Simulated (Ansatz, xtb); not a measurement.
**Relative energy of two structures of BH5OSi2**

Structure a is a singlet given by its coordinates and structure b is `B1O[SiH2][SiH2]1`, a singlet. Both are isolated molecules in the gas phase, relaxed with PBE0-D3(BJ)/def2-SVP.

a (Å):

```
atom    x (Å)    y (Å)    z (Å)
   B   0.7861  -1.3293   0.7993
   O   0.0973  -2.3235  -1.6205
  Si  -0.5229  -2.4478  -0.1049
  Si   1.2531  -1.0447  -1.1618
   H   0.5990  -0.5357   1.6884
   H   1.4974  -2.3013   1.1012
   H  -1.6405  -3.4545  -0.0922
   H   0.8306   0.1911  -1.8874
   H   2.5862  -1.4643  -1.6889
```

Close contacts (Å): B1–Si3 1.94, B1–Si4 2.04, O2–Si3 1.64, O2–Si4 1.78, Si3–Si4 2.50, B1–H5 1.21, B1–H6 1.24, Si3–H7 1.50, Si4–H8 1.49, Si4–H9 1.49.

b (Å):

```yaml
atoms:
  - { symbol: B, position_ang: [-0.7646, -0.1001, -1.4138] }
  - { symbol: O, position_ang: [-1.5351, -0.6398, -0.4370] }
  - { symbol: Si, position_ang: [1.0499, 0.2151, -0.4705] }
  - { symbol: Si, position_ang: [-0.5251, -0.7269, 0.9800] }
  - { symbol: H, position_ang: [-1.1618, 0.0706, 2.0694] }
  - { symbol: H, position_ang: [2.2277, -0.6290, -0.8382] }
  - { symbol: H, position_ang: [-1.2107, 0.0811, -2.5239] }
  - { symbol: H, position_ang: [1.4958, 1.6117, -0.1782] }
  - { symbol: H, position_ang: [-0.4353, -2.1520, 1.4150] }
```

Energies in hartree; the thermal terms are from PBE0-D3(BJ)/def2-SVP harmonic frequencies (ideal gas, rigid rotor, one conformer each, 298.15 K, 1 atm) and include the zero-point energy:

|  | a | b |
| --- | --- | --- |
| E, CCSD(T)/def2-SVP | −680.585610 | −680.617969 |
| E, MP2/def2-SVP | −680.524642 | −680.553229 |
| E, MP2/def2-TZVPP | −680.979436 | −680.997032 |
| zero-point energy | 0.050311 | 0.051089 |
| H(298 K) − E | 0.057184 | 0.057718 |
| G(298 K) − E | 0.021272 | 0.022404 |

Question: Correct the CCSD(T) difference for the basis set by the MP2 change, then work out ΔE, ΔE₀, ΔH and ΔG for a → b in kcal/mol (1 Eh = 627.51 kcal/mol) and the equilibrium ratio [b]/[a].

Answer: 1. Differences b − a: CCSD(T) −0.032359, MP2 in the small set −0.028587, MP2 in the large set −0.017596 Eh.
2. ΔE = −0.032359 + (−0.017596 − (−0.028587)) = −0.021368 Eh = −13.41 kcal/mol.
3. ΔE₀ = ΔE + ΔZPE = −0.021368 + (+0.000778) Eh = −12.92 kcal/mol.
4. ΔH = ΔE + (+0.000534) Eh = −13.07 kcal/mol.
5. ΔG = ΔE + (+0.001132) Eh = −12.70 kcal/mol, so ΔS = (ΔH − ΔG)/T = −5.3 J/(mol K).
6. kT = 0.9442 mEh, so K = [b]/[a] = exp(−ΔG/kT) = exp(+21.43) ≈ 2.0 × 10^9.

Structure b is favoured at this temperature. An error of 1 kcal/mol in ΔG would change K by a factor of 5.4. The basis-set step is large, which makes the value less sure. Mirror images and further conformers aren't counted.

Other levels gave ΔE = −17.5 (PBE0-D3(BJ)/def2-SVP); −29.2 (HF/def2-SVP); −17.9 (MP2/def2-SVP); −20.3 (CCSD(T)/def2-SVP) kcal/mol. The correlated steps freeze 12 core orbitals. Programs: Ansatz 0.2.0.
